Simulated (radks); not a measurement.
Results of a calculation; reference values are marked as such.
Ionisation of W, [Xe] 4f14 5d4 6s2, to W+, [Xe] 4f14 5d4 6s1, under several functionals. Dirac Kohn-Sham, spin-unpolarised, spherical densities, finite nucleus; open shells are shared between the two j in proportion to 2j + 1; a radial shooting solver on a logarithmic mesh with Libxc functionals. The NIST Atomic Spectra Database gives 7.864 eV (measured). Rank these functionals by the error of their Delta-SCF ionisation energy: HCTH/407; SOGGA; BLYP; exchange-only LDA; LDA (Slater exchange, Perdew-Wang correlation); RPBE; OLYP.

Answer. From best to worst: exchange-only LDA 8.120 eV (+0.256); OLYP 8.535 eV (+0.671); RPBE 8.792 eV (+0.928); BLYP 8.816 eV (+0.952); SOGGA 8.818 eV (+0.954); HCTH/407 8.878 eV (+1.014); LDA (Slater exchange, Perdew-Wang correlation) 9.125 eV (+1.261). Spin polarisation and multiplet splitting are left out, so open shells lie too high by an amount that depends on their filling. Sharing an open shell by 2j + 1 raises it above the true ground level by a part of the spin-orbit splitting, which enters the differences from NIST.

Beside tabulated values, note that spin-unpolarised runs miss the spin-polarisation part of the exchange energy of open shells.
